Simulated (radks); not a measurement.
The numbers below are computed, except where a source is named.
All-electron atom: Pb4+ in [Xe] 4f14 5d10. Level of theory: non-relativistic Kohn-Sham, exchange-only B88, spin-polarised, spherical densities, point nucleus; relativity is left out, which matters for an element this heavy (a radial shooting solver on a logarithmic mesh with Libxc functionals).

Radial electron density D(r) = 4 pi r^2 rho(r):

r (bohr)   D(r) (e/bohr)
0.0006118          1.686
0.0008095          2.857
0.001071           4.792
0.001417           7.926
0.001875           12.87
0.002481           20.41
0.003283           31.33
0.004343           46.13
0.005747           64.29
0.007604           83.43
0.01006            98.99
0.01331            105.7
0.01761            102.5
0.0233             97.23
0.03083            104.7
0.0408             129.1
0.05398            148.4
0.07142            139.3
0.0945             123.7
0.125              135.0
0.1654             134.4
0.2189             95.22
0.2896             86.27
0.3832             95.86
0.5071             62.24
0.6709             30.04
0.8877             24.39
1.175              17.82
1.554              7.641
2.056              1.918
2.721             0.2604
3.6              0.01529

D(r) has 4 maxima, at r = 0.0137, 0.0566, 0.144, 0.362 bohr, and minima at 0.0239, 0.0968, 0.261 bohr, inside which lie 1.93, 11.46, 30.48 electrons.
